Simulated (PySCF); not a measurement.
## Frontier orbitals and the lowest excitations

Species: (HBe-mu-OH)2.
Z-matrix (Å and degrees, PBE0-D3(BJ)/def2-SVP geometry), rows numbered from 1:
```
Be
H   1  1.3474
O   1  1.6069  2  135.76
Be  3  1.6063  1   91.66  2  -179.06
H   4  1.3474  3  136.07  1   179.14
O   1  1.6064  2  135.91  3  -179.24
H   3  0.9572  1  134.19  2    -0.31
H   6  0.9572  1  134.13  2    -0.84
```

Theory: TDDFT B3LYP/def2-SVPD, vertical, gas phase, core orbitals frozen in the response in PySCF.

Kohn–Sham orbitals with the atoms that hold most of them (Löwdin shares over 4%, at most four atoms; ? is withheld):

```tsv
orbital	ε (eV)	atoms
LUMO+2	0.07	Be1 37%, Be4 37%, O3 9%, O6 9%
LUMO+1	-0.30	Be1 24%, Be4 24%, O6 14%, O3 13%
LUMO	-0.37	?
HOMO	-7.81	H5 25%, H2 25%, Be4 19%, Be1 19%
HOMO-1	-8.21	?
HOMO-2	-9.66	O6 46%, O3 46%
HOMO-3	-10.98	O3 42%, O6 42%, Be4 5%, Be1 5%
```

(1) Give the leading atoms of the HOMO-1.

(2) Give the leading atoms of the LUMO.

(3) How does S1 compare with the orbital gap of 7.43 eV?

(4) Give energy, strength and leading configuration of S1, S2, S4 and S6, and follow the Löwdin shares of the leading atoms from the occupied to the empty orbital.

## Answers

(1) H2 (bonded to Be) 27%; H5 (bonded to Be) 27%; Be1 (bonded to 2 O and H) 19%; Be4 (bonded to 2 O and H) 19%. By element: hydrogen 54% or more, beryllium 38%.

(2) Be1 (bonded to 2 O and H) 34%; Be4 (bonded to 2 O and H) 34%; O3 (bonded to 2 Be and H) 8%; O6 (bonded to 2 Be and H) 8%. By element: beryllium 68%, oxygen 16%.

(3) S1 is at 6.64 eV (f = 0.0000), 0.79 eV below the gap, made of HOMO→LUMO (99%). Without the coupling terms of the response equations the lowest excitation would equal the gap.

(4) 
- S1 (6.64 eV, f 0.0000), HOMO→LUMO (99%): H5 25% → at most 8%, H2 25% → at most 8%, Be1 19% → 34%, Be4 19% → 34%
- S2 (6.80 eV, f 0.033), HOMO→LUMO+1 (99%): H5 25% → at most 13%, H2 25% → at most 13%, Be1 19% → 24%, Be4 19% → 24%
- S4 (7.12 eV, f 0.099), HOMO-1→LUMO (99%): H2 27% → at most 8%, H5 27% → at most 8%, Be1 19% → 34%, Be4 19% → 34%
- S6 (7.19 eV, f 0.0000), HOMO-1→LUMO+1 (99%): H2 27% → at most 13%, H5 27% → at most 13%, Be1 19% → 24%, Be4 19% → 24%

One conformer stands for the species.
